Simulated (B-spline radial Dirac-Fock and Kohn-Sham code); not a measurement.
# Elastic and transport cross sections of germanium for electrons

Level of theory: relativistic (Dirac) partial waves in the static field of the Dirac-Fock atom with Furness-McCarthy exchange, without polarisation or absorption potentials; an atomic code on a B-spline grid. σ_tr1 and σ_tr2 weight the cross section with 1 − P₁ and 1 − P₂ of cos θ; "backward" is the share scattered beyond 90°.

```
energy (eV)  σ (a₀²)  σ_tr1 (a₀²)  σ_tr2 (a₀²)  σ/σ_tr1  backward (%)
       1170     5.84         1.05         1.20     5.57           7.1
       1180     5.81         1.04         1.19     5.60           7.1
       1240     5.65        0.972         1.14     5.81           6.8
       1380     5.31        0.844         1.04     6.29           6.1
       1390     5.29        0.836         1.03     6.33           6.1
       1500     5.06        0.755        0.964     6.71           5.7
       1590     4.90        0.698        0.913     7.02           5.3
       1730     4.66        0.622        0.842     7.50           4.9
       1830     4.51        0.575        0.797     7.84           4.6
       1880     4.44        0.554        0.775     8.02           4.5
       2000     4.28        0.508        0.728     8.43           4.2
       2090     4.17        0.478        0.695     8.74           4.0
       2700        ?            ?            ?        ?             ?
       2900     3.43        0.298        0.484     11.5           2.7
       3000     3.35        0.284        0.465     11.8           2.6
       5000     2.43        0.132        0.246     18.4           1.3
       5530     2.27        0.113        0.215     20.1           1.2
      10000     1.51       0.0443       0.0934     34.1          0.52
      11300     1.39       0.0364       0.0780     38.1          0.44
      11900     1.34       0.0335       0.0722     39.9          0.41
      12200     1.31       0.0322       0.0696     40.8          0.40
      12500     1.29       0.0309       0.0671     41.7          0.39
```

Q: Fill in the row for 2.7 keV.

A: σ = 3.58 a₀², σ_tr1 = 0.331 a₀², σ_tr2 = 0.525 a₀², σ/σ_tr1 = 10.8, backward 2.9 %. The ratio σ/σ_tr1 is roughly the number of elastic collisions that randomise the direction.

Values without a named source are computed, but for edge energies of neutral atoms, which are taken from tables.
